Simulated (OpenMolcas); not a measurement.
Ni2+: effect of the metal basis

Ni2+ with its 6 nearest fluoride ions at 2.092 Å, on the Ca site of CsCaF3 (a = 4.526 Å, distance in the model lattice 2.263 Å). The rest of the host is ab initio model potentials to 7.6 Å and point charges beyond; the distance is set by hand and nothing relaxes.

```json
{"Program": "OpenMolcas", "Method": "SS-CASPT2, IPEA 0.25 Eh, imaginary shift 0.1 Eh (closed shells correlated: 3s 3p and the ligand valence shells)", "Spin-orbit coupling": "RASSI with atomic mean-field integrals over the reference wave functions"}
```

Fixed: ligand basis ANO-RCC-VDZP, active space 8 electrons in 5 orbitals (3d), DKH2 Hamiltonian.

States (labels of O, the rotations of Oh). Energies in cm-1 above the lowest state or level, χT in cm3 K/mol.

```json
{"Run": "A", "Metal basis": "ANO-RCC-VDZP", "Ground state": "3A2", "First state of that spin": "3T2 6750", "First gap with spin-orbit (degeneracies)": "6460 (3, 2)", "χT at 300 K": "1.462", "First state of another spin": "1E 14470", "Cost": "roughly 80 core-seconds"}
{"Run": "B", "Metal basis": "ANO-RCC-VTZP", "Ground state": "3A2", "First state of that spin": "3T2 6670", "First gap with spin-orbit (degeneracies)": "6350 (3, 2)", "χT at 300 K": "1.462", "First state of another spin": "1E 14110", "Cost": "roughly 2.2 core-minutes"}
```

Against A, the first state of the same spin changes by -1.2 % in B.

Costs are those of the CASPT2 steps.

Roots that are degenerate in the reference are averaged as groups; the widest CASPT2 spread within a group is 180 cm-1 (the 3-fold group of multiplicity 3 near 10700 cm-1 above the lowest state of its run, B). Shifts and gaps below about the spread of the groups concerned are not significant. Over all roots computed the reference weight is 0.72 to 0.73 in A, 0.71 to 0.73 in B; a low but even weight reflects the number of correlated electrons. A single d shell leaves out the double-shell effect, which counts most for late 3d ions, where the CASPT2 field can be off either way by tens of per cent. Ligand-to-metal charge-transfer states are missing. These CASPT2 states fit no ligand-field parameters well, so their order and spin gaps are uncertain. For late 3d ions with one d shell CASPT2 can put B and the spin-flip bands somewhat low as well as high. With one d shell and no ligand orbital active, 10Dq can be off by tens of per cent for divalent 3d ions, low with halides held by bare charges and at times high in hosts, and the orbital part of g and χT goes as 1/10Dq. Free-ion shares, where given, are those of the reference states; single-state CASPT2 does not remix them. No measured value stands beside these numbers; the geometry was set by hand and not optimised.
